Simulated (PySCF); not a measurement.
## ZnP: from constants to spectrum

CAM-B3LYP constants of ZnP, ⁴Σ⁻ (quartet), unpaired electrons σ ↑, π ↑↑ (PySCF, no relativity, basis sets Zn def2-SVPD, P def2-SVPD; masses 63.9291 and 30.9738 u):

| Item | Value |
| --- | --- |
| ωe | 235.5 cm⁻¹ |
| ωexe | 2.94 cm⁻¹ |
| Be | 0.13735 cm⁻¹ |
| αe | 0.00161 cm⁻¹ |
| De to Zn + P | 0.55 eV |

What force constant and bond length do these constants imply?

Reduced mass μred = 20.865 u; k = 5.8918×10⁻⁷·μred·ωe² (u, cm⁻¹, mdyn/Å) = 0.682 mdyn/Å; Re = √(16.8576/(μred·Be)) (u, cm⁻¹, Å) = 2.425 Å.

Estimate the centrifugal constant D from the Kratzer relation and find the Dunham coefficient a1.

D = 4Be³/ωe² = 1.87e-07 cm⁻¹; a1 = −1 − αeωe/(6Be²) = -4.35.

The state is the lowest determinant that a PBE0 search found; another state may lie lower at other levels.
